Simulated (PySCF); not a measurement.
Al(OH)2 (AlH₂O₂), SMILES [Al]([OH])[OH], multiplicity 2.

Geometry optimised at PBE-D3(BJ)/def2-TZVP. The spin state was assumed, not searched. The isomer is the one that the SMILES or the coordinates give; other isomers of the formula were not compared. Other conformers were not sampled.

Level of theory: PBE-D3(BJ)/def2-TZVP (PySCF 2.14.0).

Frequencies are harmonic and unscaled.

Computed vibrational spectrum:
| mode | ν (cm⁻¹) | IR (km/mol) | moving atoms (share of kinetic energy) |
|---|---|---|---|
| 1 | 167 | 0.0 | H 93 % |
| 2 | 211 | 23.5 | O 48 %, Al 30 %, H 22 % |
| 3 | 276 | 233.3 | H 70 %, O 22 %, Al 8 % |
| 4 | 520 | 245.3 | H 87 %, O 12 % |
| 5 | 585 | 4.9 | O 53 %, H 46 % |
| 6 | 758 | 44.6 | O 40 %, H 34 %, Al 25 % |
| 7 | 855 | 103.8 | Al 48 %, O 45 % |
| 8 | 3754 | 5.2 | H 94 % |
| 9 | 3757 | 41.6 | H 94 % |
